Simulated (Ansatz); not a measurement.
The same path of C$_{3}$H$_{8}$O$_{2}$Si (14 atoms, charge 0, multiplicity 1) was run 3 times with different band settings. Lost on the way: Si4–O6, Si4–H10. Made: O6–H10.

These are results of Ansatz, RKS BLYP/def2-SVP, not measurements.

Relaxed end points:

```xyz
14
Properties=species:S:1:pos:R:3
C 0.150 -2.950 -0.295
C 0.423 -1.765 0.282
O 0.031 -0.564 -0.256
Si 0.137 0.965 0.480
C -0.046 2.188 -0.934
O -1.023 1.155 1.682
H -0.418 -3.009 -1.235
H 0.503 -3.878 0.173
H 0.997 -1.702 1.227
H 1.431 1.071 1.218
H -0.027 3.231 -0.559
H 0.781 2.067 -1.664
H -0.999 2.033 -1.480
H -1.953 1.128 1.391
```

```xyz
14
Properties=species:S:1:pos:R:3
C -0.032 -2.831 -0.172
C 0.644 -1.694 0.091
O 0.198 -0.453 -0.273
Si 0.976 1.064 0.212
C 0.064 2.180 -1.067
O -0.771 1.283 1.577
H -0.991 -2.813 -0.710
H 0.383 -3.799 0.139
H 1.619 -1.715 0.620
H -0.501 0.947 2.458
H 0.009 3.229 -0.707
H 0.657 2.191 -2.009
H -0.958 1.829 -1.320
H -1.309 0.553 1.190
```

Common settings: optimiser quadratic models (default); start path through a guess of the saddle point; force threshold 0.03 eV/Å; iteration limit 60; end points relaxed.

| run | movable images | climbing image | spring |
| --- | --- | --- | --- |
| 1 | 7 | yes | 5.0 eV/Å² |
| 2 | 8 | no | 5.0 eV/Å² |
| 3 | 7 | yes | 20.0 eV/Å² |

(1) What does each run give, and how far can it be trusted?

## Answers

(1) Run 1: converged after 23 iterations, highest image 3.023 eV above the first end. Beside the main top the profile has a ripple of under 15 meV (maxima at images 1, 5), which may be a very shallow well or noise. Neighbouring images differ by up to 2.1 eV, so the band resolves the path poorly. A vibrational analysis at the climbing image gives one clearly imaginary mode, 1253i cm⁻¹: a first-order saddle point.
Run 2: converged after 19 iterations, highest image 2.532 eV above the first end. Neighbouring images differ by up to 2.0 eV, so the band resolves the path poorly. No image climbed, so the highest image needn't sit at the top of the path.
Run 3: converged after 24 iterations, highest image 3.023 eV above the first end. Neighbouring images differ by up to 2.1 eV, so the band resolves the path poorly. Another band between the same ends (7 images) ends at a top of the same energy, where a vibrational analysis finds 1 clearly imaginary mode.
The orbitals stay closed-shell, which can raise the energy where a bond breaks towards radicals; this wasn't checked here.
